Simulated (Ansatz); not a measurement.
Gas-phase electronic energies from Ansatz, PBE0-D4/def2-TZVP geometries. CCSD(T)/CBS adds triple-zeta CCSD(T) − MP2 to the extrapolated MP2 energy (def2 sets, frozen cores). This one scheme is used for every species, atoms too. Functionals use def2-TZVPP. B3LYP here is the variant with VWN-RPA as its local correlation; programs differ in this. Open shells (•) are unrestricted, without spin–orbit coupling. Spin–orbit coupling would lower the free atoms: a little for B, C, Cl, S. Each species was taken in one conformer, which may not be the lowest.

`C=CB(S)Cl` → B• + 2 C• + Cl• + 4 H• + S•  (atomization)

Task: What is ΔE at CCSD(T)/CBS? (An estimate is asked.)

Result: Computed: +3520.6 kJ/mol.

Task: What do these levels give: PBE-D4, PBE0-D4, B3LYP-D4, ωB97X-V, B2PLYP, PBE0? (Estimate.)

Result: Ansatz gave: PBE-D4 3637.9, PBE0-D4 3576.7, B3LYP-D4 3532.3, ωB97X-V 3537.8, B2PLYP 3497.2, PBE0 3557.5 kJ/mol.

Largest T1 diagnostic among the species: 0.014.

The D4 term adds +37.0 kJ/mol with B3LYP and +19.2 kJ/mol with PBE0; it sums over pairs of atoms, weighted by their polarisabilities, and B3LYP, whose exchange is more repulsive, gets the larger term. In def2-TZVPP, CCSD(T) changes the Hartree–Fock value by +788.1 kJ/mol (the triples alone add +63.6 kJ/mol) and MP2 by +872.5 kJ/mol; breaking electron pairs costs correlation energy, which Hartree–Fock lacks. From PBE to PBE0 (25 % exact exchange), in def2-TZVPP and without D4, ΔE moves by −57.6 kJ/mol: exact exchange takes away binding that semilocal exchange gives to molecules.

For atomizations the MP2-based limit and the directly extrapolated one differ by several kJ/mol either way, and by 10 to 25 for some Ge, Se and Sn compounds, so smaller differences from it don't rank the levels.
